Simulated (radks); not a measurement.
The numbers below are computed, except where a source is named.
Species: neutral zirconium. Configuration: [Kr] 4d2 5s2. Code: a radial shooting solver on a logarithmic mesh with Libxc functionals. Model: scalar-relativistic Kohn-Sham, revPBE, spin-polarised, spherical densities, point nucleus; open shells are filled with parallel spins first (spin-orbit coupling, left out, can overturn this in heavy ions).

Normalised radial functions P(r) = r R(r), r in bohr:

```
   r/bohr * 4p down, o 5s up (the largest magnitude, 0.966, reaches the edge; | marks zero, & curves that meet)
  0.00663                             *o
 0.008985                             |&
  0.01218                             |*o
  0.01637                             | &
  0.02219                             | &
  0.03007                             |o  *
  0.04075                             |o    *
  0.05523                            o|      *
  0.07426                           o |        *
   0.1006                          o  |       *
   0.1364                          o  |    *
   0.1848                           * o
   0.2505                   *         |  o
   0.3368               *             |    o
   0.4565                    *        |  o
   0.6186                          o  |    *
   0.8384                      o      |                   *
    1.136                       o     |                          *
     1.54                             |o                     *
     2.07                             |          o *
    2.806                             |    *          o
    3.803                             |*             o
    5.154                             *         o
    6.985                             *   o
    9.391                             *o
    12.73                             &
    17.25                             &
```

4p down: eigenvalue -31.735 eV, 2 radial nodes at r = 0.170, 0.564 bohr, <r> = 1.36 bohr, 90 % of the charge inside 2.03 bohr. 5s up: eigenvalue -4.667 eV, 4 radial nodes at r = 0.0471, 0.190, 0.535, 1.47 bohr, <r> = 3.67 bohr, 90 % of the charge inside 5.44 bohr.
